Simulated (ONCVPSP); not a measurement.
**Tc, ONCV: configuration errors across variants**

Tc, optimised norm-conserving Vanderbilt (ONCV), made with ONCVPSP 4.0.1 (BLYP, fully relativistic). Core [Ar] 3d10, reference 4s2 4p6 4d5 5s2. Waves: 4s+5s: rc 1.40 bohr, ncon 3, nbas 6, qcut 8.1 1/bohr, 3 projectors, debl 2.1 Ha; 4p: rc 1.70 bohr, ncon 3, nbas 7, qcut 7.5 1/bohr, 2 projectors, debl 3.4 Ha; 4d: rc 1.70 bohr, ncon 4, nbas 8, qcut 7.8 1/bohr, 2 projectors, debl 3.9 Ha. Local part: polynomial inside 1.15 bohr (lpopt 5, dvloc0 -1 Ha). Core correction: Teter function, fcfact 2.25, rcfact 1.15.

Open shells are filled in proportion to 2j + 1.

All-electron excitation energies from the reference (eV): (1) 4s2 4p6 4d5 5s1 8.123; (2) 4s2 4p6 4d5 5s0 23.094; (3) 4s2 4p6 4d4 5s0 51.700; (4) 4s2 4p6 4d5 5s1 5p1 3.750.

3 further variants failed, have other tests or another functional or relativity, and are left out.

Errors AE − PS in meV (a dash: test not solved or not reliable):

```tsv
change	(1)	(2)	(3)	(4)	bound ghosts	GHOST(+) flags above zero
base	+0.1	0.0	+3.5	+0.8	none	s
d: qcut 10.9	+0.1	-0.1	+3.2	+0.8	none	s
p: debl 3.55	+0.1	0.0	+3.5	+1.0	none	s
core correction Teter function, fcfact 3.2, rcfact 1.15	+0.1	-0.2	+3.5	+0.8	none	s
```

**Question.** Give the same row for: d: rc 1.38.

**Answer.** +0.1, -0.1, +3.6, +0.8; bound ghosts: none; GHOST(+) flags above zero: s.
